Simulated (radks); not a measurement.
Results of a calculation; reference values are marked as such.
Question: Pb4+, configuration [Xe] 4f14 5d10. Code: a radial shooting solver on a logarithmic mesh with Libxc functionals. Model: scalar-relativistic Kohn-Sham, LDA (Slater exchange, Perdew-Wang correlation), spin-polarised, spherical densities, finite nucleus; Fermi nuclear charge, rms radius 5.5012 fm. Some entries of the table are withheld. Estimate them.

| orbital | occ. | eigenvalue (eV) | <r^2> (bohr^2) |
|---|---|---|---|
| 1s | 2 | -88047.10 | 0.0003579 |
| 2s | 2 | -15785.39 | 0.005428 |
| 2p | 6 | -13558.03 | 0.004620 |
| 3s | 2 | -3820.767 | 0.03492 |
| 3p | 6 | -3181.753 | (1) |
| 3d | 10 | -2527.062 | 0.02994 |
| 4s | 2 | (2) | (3) |
| 4p | 6 | -686.8465 | 0.1912 |
| 4d | 10 | -443.6463 | 0.2146 |
| 5s | 2 | -185.7728 | 0.8137 |
| 4f | 14 | -174.9354 | 0.2465 |
| 5p | 6 | -127.3471 | (4) |
| 5d | 10 | -61.9421 | 1.825 |
| 6s | 0 | -48.4607 | 4.494 |
| 6p | 0 | -35.7410 | (5) |

Answer: 
(1) 3p <r^2> (bohr^2): 0.03615
(2) 4s eigenvalue (eV): -896.4488
(3) 4s <r^2> (bohr^2): 0.1669
(4) 5p <r^2> (bohr^2): 1.069
(5) 6p <r^2> (bohr^2): 6.433
